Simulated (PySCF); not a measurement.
NMR data simulated for an unnamed compound:

¹H NMR (600 MHz, computed): δ 4.30 (m, 1H), 4.30 (m, 2H), 3.98 (m, 2H), 1.23 (m, 2H), 1.18 (t, 3H), 0.94 (q, 2H), 0.28 (br s, 2H).

¹³C{¹H} NMR (computed): δ 13.8 (CH2), 11.9 (CH3).

Computed data (PySCF 2.14.0 with density-fitted response routines): geometry from GFN2-xTB, shielding tensors at PBE0/pcSseg-1 (GIAO). A single conformation, fast rotation and ring inversion assumed for equivalent nuclei, non-relativistic Hamiltonian, isolated molecule.

Chemical shifts δ = σref − σ; ¹H and ¹³C vs TMS, all at this level.

Which of these does the molecule contain: an aldehyde, an NH or NH2 group, a Si–H bond, a tert-butyl group, a carboxylic acid, a CH3CH2 unit?

## Answers


- An aldehyde: no.
- An NH or NH2 group: yes (δH 0.28 (br s)).
- A Si–H bond: yes (δH 4.30 (m), 3.98 (m)).
- A tert-butyl group: no.
- A carboxylic acid: no.
- A CH3CH2 unit: yes (δC 11.9, 13.8; δH 1.18 (t), 0.94 (q)).

The data belong to `CC[Si@]1(N)[SiH2][Si@@H](P)[SiH2]1`, C2H14NPSi4; they needn't prove each group on their own.

Carbon signals by region: 2 below 50 ppm.

OH/NH shifts are gas-phase values; hydrogen bonding in solution moves them, usually downfield. Splittings by ³¹P in the carbon and heteronuclear signals aren't shown, as no couplings were computed. Shifts are as computed. Against solution values, carbons near 30 ppm lie about +3 ppm off and those near 130 ppm about +5 ppm. Of 1309 compounds with measured shifts, 239 miss one by over three times the rms of a fit or turn the order of signals round; such compounds aren't used in these exercises. No couplings were computed; multiplicities are counted from neighbouring protons, with m where these are inequivalent, close in shift, in a saturated or five-membered ring or joined by F or P, and br s for small geminal =CH2 splittings.
